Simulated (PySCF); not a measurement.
C6H8F3PS.
Geometry (GFN2-xTB, Å), atoms numbered from 1 in this order:
```
atom  x, y, z in Å
C1     2.1434    1.4702   -0.0427
C2     1.9792    0.1990   -0.3734
P3     0.3508   -0.5665   -0.5840
S4    -0.1328   -1.0253   -2.3933
C5    -0.8462    0.3575    0.4284
C6    -1.6429    1.4107   -0.2934
C7    -2.2988    0.1357    0.1018
C8     0.6006   -2.0886    0.5348
F9     1.6055   -2.8490    0.0937
F10   -0.4980   -2.8433    0.5842
F11    0.8969   -1.7398    1.7968
H12    3.1209    1.9222   -0.0071
H13    1.3095    2.1005    0.2202
H14    2.8082   -0.4348   -0.6692
H15   -0.5545    0.5231    1.4593
H16   -1.8850    2.3165    0.2415
H17   -1.4330    1.5579   -1.3446
H18   -2.5328   -0.5727   -0.6816
H19   -3.0008    0.1361    0.9212
```

Probes without a nucleus sit at each ring's centroid and 1 Å off its mean plane on both sides; NICS is minus the shielding there, NICSzz its component along the normal. Level: GIAO PBE0/pcSseg-1 (PySCF, non-relativistic, gas phase) on the GFN2-xTB geometry, one conformer.

Ring bond lengths (Å), with Mayer bond orders in brackets: C5–C6 1.505 (0.93), C6–C7 1.487 (0.99), C7–C5 1.505 (0.93).

Task: Give the NICS values of each ring in ppm.

Result: 
```json
{"ring": "C5–C6–C7", "type": "3-membered carbocycle; formal bonds all single", "NICS(0)": "-45.7", "NICS(1), two faces": "-8.6 / -11.2", "NICS(1)zz, two faces": "-24.4 / -28.0", "rms pucker (Å)": "0.00", "centre to ring atoms, mean (Å)": "0.87"}
```

Task: What do they say, and how far can they be read as aromaticity?

Result: 
- C5–C6–C7: mean NICS(1)zz -26.2 ppm, shielded. C5, C6, C7 have four or more neighbours; no verdict on aromaticity is drawn. The two faces differ by 3.6 ppm, so no symmetry operation interchanges them. NICS(0) lies 36 ppm below the mean NICS(1).

Task: At the second NICS(1) probe listed for ring C5–C6–C7, 1 Å off the ring, how large is the induced field along the normal in 7.05 T applied along it?

Result: NICSzz × B0 = -28.0 ppm × 7.05 T = -197 μT, against the applied field.

Task: How shielded are the nuclei of the rings and their hydrogens (means over atoms taken as equivalent)?

Result: 
```
atoms                     environment  σ isotropic (ppm)  principal values of the symmetric part, first atom (ppm)
   C5  sp3 carbon bound to phosphorus              180.8                                       146.7, 166.7, 228.9
   C6      three-membered-ring carbon              184.5                                       157.0, 183.0, 213.6
   C7      three-membered-ring carbon              184.5                                       154.2, 183.5, 215.9
  H15                methine hydrogen              30.47                                          23.4, 28.0, 40.0
  H16              methylene hydrogen              30.89                                          25.1, 25.4, 42.1
  H17              methylene hydrogen              30.80                                          23.7, 30.3, 38.4
  H18              methylene hydrogen              30.47                                          23.5, 29.9, 37.9
  H19              methylene hydrogen              30.90                                          25.2, 25.4, 42.1
```

Cost: about 2.5 min of CPU time on one thread; the machine was shared, so the figure is rough. This is the whole shielding run at PBE0/pcSseg-1, SCF included.
